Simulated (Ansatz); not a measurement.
Geometry optimisation, Ansatz 0.2.0, RHF/def2-SVP.

Input file:

```yaml
crystal:
  periodic: [false, false, false]
  atoms:
    - { symbol: Ge, position_ang: [0.0, 0.0, 0.0] }
    - { symbol: H, position_ang: [0.0, 0.0, 1.9] }
    - { symbol: O, position_ang: [1.6691, 0.0, -0.5894] }
    - { symbol: H, position_ang: [1.9855, -0.9521, -0.7061] }
    - { symbol: H, position_ang: [-0.73, 1.2648, -0.5162] }
    - { symbol: H, position_ang: [-0.73, -1.2648, -0.5162] }
    - { symbol: O, position_ang: [1.0856, 1.6372, 0.6527] }
    - { symbol: H, position_ang: [1.8625, 1.3234, 1.2167] }
    - { symbol: H, position_ang: [0.5492, 0.8282, 1.8011] }
basis:
  gaussian: { orbitals: def2-SVP }
hamiltonian:
  xc: hf
relax:
  f_tol: 0.15
  max_steps: 25
  restrain:
    - { distance: [0, 6], at: 2.97, k: 30.0 }
    - { distance: [8, 1], at: 1.86, k: 30.0 }
    - { distance: [0, 1], at: 1.55, k: 30.0 }
    - { distance: [8, 6], at: 1.01, k: 30.0 }
```

Run as:

```bash
$ ansatz run input.yaml --threads 1 --pin off --max-ram 2048MiB --backend cpu --events-out ev --progress --plain --runs-dir out
```

Q: Where does it end, and by what steps?

A: The run converged. The restraints hold the end off the free minimum. After 8 steps the energy has fallen by 5.503 eV (the restraints' own energy left out); O7 moved furthest, 0.87 Å. Parted: Ge1–O7 (2.07 → 2.97 Å). Joined: O7–H9 (1.50 → 0.97 Å).

```json
{"step": "0", "energy less start (eV)": "0.0000", "largest force component (eV/Å)": "6.717", "accepted": "yes"}
{"step": "1", "energy less start (eV)": "-1.5262", "largest force component (eV/Å)": "7.080", "accepted": "yes"}
{"step": "2", "energy less start (eV)": "-3.2887", "largest force component (eV/Å)": "5.320", "accepted": "yes"}
{"step": "3", "energy less start (eV)": "-4.5477", "largest force component (eV/Å)": "3.323", "accepted": "yes"}
{"step": "4", "energy less start (eV)": "-5.1676", "largest force component (eV/Å)": "2.871", "accepted": "yes"}
{"step": "5", "energy less start (eV)": "-5.4370", "largest force component (eV/Å)": "1.392", "accepted": "yes"}
{"step": "6", "energy less start (eV)": "-5.4726", "largest force component (eV/Å)": "1.535", "accepted": "yes"}
{"step": "7", "energy less start (eV)": "-5.4644", "largest force component (eV/Å)": "1.285", "accepted": "no"}
{"step": "8", "energy less start (eV)": "-5.5030", "largest force component (eV/Å)": "1.210", "accepted": "yes"}
```

```xyz
9
Properties=species:S:1:pos:R:3
Ge -0.164 -0.177 -0.037
H -0.309 -0.080 1.496
O 1.583 -0.199 -0.366
H 1.910 -0.930 -0.866
H -0.809 1.011 -0.736
H -0.750 -1.502 -0.546
O 1.308 1.950 1.432
H 1.975 1.538 0.899
H 0.948 1.226 1.965
```

Run time: 19 s on 1 thread of Arm Neoverse V1, with other jobs on the host, peak memory 0.17 GiB.
